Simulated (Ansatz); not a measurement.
# 1,1-elimination

Start structure (Si2H6O2, closed shell), relaxed at PBE0-D4/def2-TZVP:

```json
{"atom": "Si1", "x (Å)": "-0.6374", "y (Å)": "-0.1822", "z (Å)": "-0.1513"}
{"atom": "Si2", "x (Å)": "1.5954", "y (Å)": "0.5026", "z (Å)": "-0.1116"}
{"atom": "H3", "x (Å)": "-1.2007", "y (Å)": "-0.3581", "z (Å)": "-1.5252"}
{"atom": "O4", "x (Å)": "-1.4780", "y (Å)": "1.0023", "z (Å)": "0.6214"}
{"atom": "O5", "x (Å)": "-0.7207", "y (Å)": "-1.6427", "z (Å)": "0.6074"}
{"atom": "H6", "x (Å)": "2.0818", "y (Å)": "0.6123", "z (Å)": "1.2893"}
{"atom": "H7", "x (Å)": "1.7412", "y (Å)": "1.8244", "z (Å)": "-0.7787"}
{"atom": "H8", "x (Å)": "2.4377", "y (Å)": "-0.4869", "z (Å)": "-0.8370"}
{"atom": "H9", "x (Å)": "-2.4350", "y (Å)": "0.9956", "z (Å)": "0.5731"}
{"atom": "H10", "x (Å)": "-1.3842", "y (Å)": "-2.2673", "z (Å)": "0.3127"}
```

The step: Si₂H₆O₂ ([OH][SiH]([OH])[SiH3]) → SiH₂O₂ ([OH][Si][OH]) + SiH₄; bonds formed: Si2–H3; bonds broken: Si1–Si2, Si1–H3. Computed with Ansatz 0.2.0 (basis: def2-TZVPP and def2-QZVPP); correlated methods freeze the cores. Extrapolation: Hartree–Fock as exp(−7.88 √X), correlation as X^−2.97. Energies below are by CCSD(T) at an estimated basis limit (MP2 extrapolated from triple and quadruple zeta, plus CCSD(T) − MP2 in triple zeta).

(1) What are the electronic barrier and the energy of the step, from the start structure to the end structure? (To be estimated.)

No T1 diagnostic of these runs exceeds 0.015.

Results:

(1) By the calculation: Barrier 54.04 kcal/mol; step energy 26.13 kcal/mol (uphill); reverse barrier, their difference, 27.91 kcal/mol. Barrier and step energy count from the start structure, the reverse barrier from the end structure.

The saddle point: One imaginary mode of 480i cm⁻¹.
```json
{"pair": "Si2–H3", "start (Å)": "3.25", "saddle (Å)": "1.69", "end (Å)": "1.48"}
{"pair": "Si1–Si2", "start (Å)": "2.34", "saddle (Å)": "2.35", "end (Å)": "3.83"}
{"pair": "Si1–H3", "start (Å)": "1.50", "saddle (Å)": "1.79", "end (Å)": "3.57"}
```

Zero-point energy (harmonic, PBE0-D4): ZPE is 38.62 kcal/mol at the start and 37.99 kcal/mol at the saddle, so the barrier goes from 54.04 to 53.41 kcal/mol.

Losses and insertions of silylenes and their heavier kin drive the gas-phase chemistry of silicon and germanium vapour deposition.

Labels in which every atom is bracketed show which atoms are joined, not bond orders.

For scale, one of the runs: CCSD(T)/def2-TZVPP, 230 basis functions, launched by `ansatz run in.yaml --threads 4 --pin off --events-out ev --progress --plain --max-ram 9574MiB`. Time: 77 s of wall clock on 4 CPU threads of an Arm Neoverse V1; the host was shared. Peak host memory: 3.8 GiB.
